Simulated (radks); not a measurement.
Question: Radial electron density D(r) = 4 pi r^2 rho(r) of an atom or ion with 12 electrons. Calculated with a radial shooting solver on a logarithmic mesh with Libxc functionals: scalar-relativistic Kohn-Sham, PBEsol, spin-polarised, spherical densities, finite nucleus; Fermi nuclear charge, rms radius of each element as measured or else 0.836 A^(1/3) + 0.57 fm.

| r (bohr) | D(r) (e/bohr) |
|---|---|
| 0.002384 | 10.14 |
| 0.002958 | 14.10 |
| 0.003672 | 19.29 |
| 0.004557 | 25.90 |
| 0.005656 | 33.95 |
| 0.007075 | 43.57 |
| 0.008781 | 53.38 |
| 0.0109 | 62.53 |
| 0.01353 | 69.43 |
| 0.01679 | 72.42 |
| 0.02083 | 70.70 |
| 0.02586 | 65.31 |
| 0.03209 | 59.73 |
| 0.03983 | 58.80 |
| 0.04983 | 65.87 |
| 0.06185 | 77.40 |
| 0.07676 | 84.05 |
| 0.09526 | 76.42 |
| 0.1182 | 54.71 |
| 0.1467 | 30.86 |
| 0.1821 | 17.01 |
| 0.226 | 12.79 |
| 0.2805 | 9.745 |
| 0.3509 | 4.746 |
| 0.4356 | 1.297 |
| 0.5406 | 0.1736 |
| 0.6709 | 0.009831 |
| 0.8327 | 0.0001963 |

What is the nuclear charge?

Answer: Z = 56. The innermost maximum, from 1s, lies near gamma/Z bohr with gamma = sqrt(1 - (Z/c)^2) = 0.913, here 0.0163 bohr (found: 0.0173), and its height grows with Z. The density is that of the barium ion Ba44+ in [Ne] 3s2; the configuration itself is not fixed sharply by these data, and Z only to a few units. D(r) has 2 maxima, at r = 0.0173, 0.0774 bohr, and minima at 0.0371 bohr, inside which lie 2.06 electrons.
